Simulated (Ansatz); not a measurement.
ClGeH$_{7}$N$_{2}$OSi (`[NH2][GeH2][O][SiH](N)Cl`), relaxed with RKS PBE-D4/def2-SVP in the Gaussian-basis code of Ansatz from a rough embedded geometry. The force threshold is 0.03 eV/Å; the program also tests the step.

Total charge 0; spin multiplicity 1.

Start:

```xyz
13

N     1.986    2.114    0.552
Ge    1.269    0.414    0.379
O    -0.483    0.540    0.107
Si   -1.096   -1.122   -0.152
N    -2.656   -1.073   -0.885
Cl   -1.254   -1.984    1.793
H     2.987    1.997    0.712
H     1.796    2.607   -0.301
H     1.933   -0.223   -0.848
H     1.520   -0.408    1.644
H    -0.150   -1.850   -0.937
H    -2.567   -0.567   -1.820
H    -3.283   -0.444   -0.243
```

```
         step  energy (eV)  largest force (eV/Å)  largest move (Å)
            1  -82022.1748                 2.532             0.000
            2  -82022.6344                 1.404             0.193
            3  -82022.8055                 0.588             0.199
            4  -82022.8634                 0.593             0.113
            5  -82022.8957                 0.285             0.128
            6  -82022.9065                 0.277             0.104
            7  -82022.9174                 0.202             0.194
 8 (rejected)  -82022.9171                 0.521             0.133
            9  -82022.9262                 0.110             0.067
           10  -82022.9288                 0.349             0.098
           11  -82022.9322                 0.108             0.013
           13  -82022.9378                 0.044             0.079
           15  -82022.9388                 0.048             0.046
           17  -82022.9396                 0.076             0.014
           19  -82022.9404                 0.067             0.062
           21  -82022.9407                 0.013             0.013
23 (rejected)  -82022.9371                 0.242             0.195
           25  -82022.9411                 0.008             0.005
           27  -82022.9418                 0.116             0.076
           29  -82022.9453                 0.049             0.113
           31  -82022.9506                 0.092             0.037
           33  -82022.9546                 0.077             0.109
           35  -82022.9556                 0.039             0.021
           36  -82022.9560                 0.024             0.019
```

End:

```xyz
13

N     1.970    2.117    0.100
Ge    1.416    0.439    0.586
O    -0.107    0.155   -0.354
Si   -1.076   -1.178   -0.555
N    -2.768   -0.876   -0.461
Cl   -0.578   -2.507    0.996
H     2.229    2.730    0.877
H     2.679    2.171   -0.636
H     2.404   -0.684    0.173
H     1.069    0.472    2.094
H    -0.822   -1.838   -1.872
H    -3.253   -0.584   -1.312
H    -3.163   -0.417    0.364
```

It took 52 s on 3 threads of an AMD EPYC 7R13 on a shared host and a share of an NVIDIA H100 80 GB, with 0.87 GiB of host memory at the peak.
